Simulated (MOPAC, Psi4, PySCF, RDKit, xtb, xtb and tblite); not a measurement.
Two geometries of SMILES [SiH2](SC)CC (C₃H₁₀SSi), singlet, relaxed at GFN2-xTB with one dihedral held; other torsions can differ between them too.

Structure A

```
15

C      2.7352    -0.0029    -0.2874
C      1.4235     0.7357    -0.0414
Si    -0.1283    -0.3348    -0.2668
S      0.4492    -2.3965    -0.1145
C     -1.1813    -3.1748    -0.3139
H      2.8177    -0.8642     0.3713
H      3.5852     0.6532    -0.1070
H      2.7908    -0.3599    -1.3132
H      1.4317     1.1392     0.9726
H      1.3572     1.5947    -0.7098
H     -1.1370    -0.0791     0.7630
H     -0.7357    -0.1694    -1.5899
H     -1.6018    -2.9009    -1.2763
H     -1.8383    -2.8583     0.4899
H     -1.0258    -4.2472    -0.2671
```

Structure B

```
15

C      2.6955    -0.0039    -0.3127
C      1.4228     0.7691     0.0054
Si    -0.1290    -0.2858    -0.2351
S     -1.7040     0.6442     0.8866
C     -3.0649    -0.4857     0.4696
H      2.7957    -0.8670     0.3406
H      3.5744     0.6251    -0.1823
H      2.6816    -0.3594    -1.3406
H      1.4702     1.1324     1.0336
H      1.3703     1.6538    -0.6311
H     -0.5497    -0.3598    -1.6363
H      0.0229    -1.6448     0.2903
H     -2.8172    -1.4906     0.7958
H     -3.2386    -0.4671    -0.6014
H     -3.9441    -0.1296     0.9955
```

**Question.** Which is lower in energy at the level B3LYP-D3(BJ)/def2-TZVP // GFN2-xTB (Psi4), and by how much?

**Answer.** B is lower, by 0.57 kcal/mol (dihedral C1–C2–Si3–S4: 20° in A, 160° in B).

E(B) − E(A) in kcal/mol at the other levels, on the same two geometries: GFN2-xTB (xtb and tblite) -1.14; MMFF94 // GFN2-xTB (RDKit) -2.36; B3LYP/def2-TZVP // GFN2-xTB (Psi4) -1.12; PBE/def2-TZVP // GFN2-xTB (Psi4) -0.89; PBE-D3(BJ)/def2-TZVP // GFN2-xTB (Psi4) -0.59; UFF // GFN2-xTB (RDKit) -1.92; AM1, restricted, heats of formation // GFN2-xTB (MOPAC) -1.06; PM3, restricted, heats of formation // GFN2-xTB (MOPAC) -1.77; GFN1-xTB // GFN2-xTB (xtb) -0.48; restricted B3LYP/6-31G*, spherical d, density fitting // GFN2-xTB (PySCF) -1.03; restricted Hartree-Fock/LANL2DZ, with its core potentials past Ne // GFN2-xTB (PySCF) -1.19; restricted Hartree-Fock/STO-3G // GFN2-xTB (PySCF) -0.90; restricted MP2 (frozen core)/6-31G*, spherical d // GFN2-xTB (PySCF) -0.89.

MMFF94 has few fitted parameters for silicon.
